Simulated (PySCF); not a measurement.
C4H11As.
Structure used (PBE0-D3(BJ)/def2-SVP), in Å, numbered top down from 1:
```xyz
16
C4H11As angstrom
C     -1.236   -0.447    1.323
C     -0.255   -0.393    0.155
C     -0.967    0.000   -1.135
C      0.909    0.542    0.487
As     2.325    0.588   -0.906
H     -2.057   -1.152    1.122
H     -1.684    0.544    1.503
H     -0.739   -0.763    2.254
H      0.160   -1.410    0.019
H     -1.388    1.017   -1.053
H     -0.289   -0.006   -2.002
H     -1.797   -0.688   -1.355
H      1.363    0.263    1.449
H      0.541    1.577    0.589
H      3.387    1.201    0.004
H      2.830   -0.828   -0.628
```

Linear response at CAM-B3LYP/def2-SVPD (PySCF, frozen core in the response, non-relativistic). Geometry: PBE0-D3(BJ)/def2-SVP, one conformer, isolated molecule. The CAM-B3LYP/def2-SVPD calculation is non-relativistic and has no spin–orbit coupling, an omission that weighs most on arsenic.

Static isotropic polarisability: 83.21 au (12.33 Å³), principal values 72.9, 78.5, 98.3 au.

What is the polarisability at 1064 nm and at the sodium D line?

83.99 au at 1064 nm (+0.9 %), 85.85 au at 589.3 nm (+3.2 %). The rise at 589.3 nm is 3.37 times that at 1064 nm; a pure ω² law gives 3.26. The lowest singlet lies at 197 nm, shorter than both wavelengths.

What is the isotropic C6 coefficient between two such molecules, C6 = (3/π)∫α(iω)² dω?

2652 au (Eh·bohr⁶) by a ten-point quadrature over imaginary frequencies, which is 1580 eV·Å⁶ or 153 J·nm⁶/mol.

Which effective excitation energy ω̄ makes London's formula C6 = (3/4)α²ω̄ exact here?

ω̄ = 4·C6/(3α²) = 0.511 Eh = 13.9 eV. A one-pole form α(ω) = α/(1 − ω²/ω̄²) fitted to the 1064 nm value gives 12.1 eV.

The lowest 6 singlets have (eV, f): 6.30, 0.075; 6.72, 0.074; 6.86, 0.137; 7.89, 0.023; 8.05, 0.002; 8.14, 0.025. What share of the static polarisability do they carry in the sum over states α = Σ f/ω²?

5.36 au, 6.4 % of α; the largest term, 2.15 au, is that of the state at 6.86 eV. Their oscillator strengths add up to 0.34. Higher states carry the rest.

What three-body coefficient follows from the one-pole estimate C9 = (3/4)·α·C6?

165000 au. This is an estimate from the two numbers above, not a computed integral.

What does −C6/R⁶ come to at R = 12 Å between centres?

-51 J/mol. This is the leading, orientation-averaged term; C8 and higher terms are left out.

How anisotropic is the static polarisability, by Δα² = ½[(α1 − α2)² + (α2 − α3)² + (α3 − α1)²]?

Δα = 23.1 au, or 0.28 of the isotropic value.
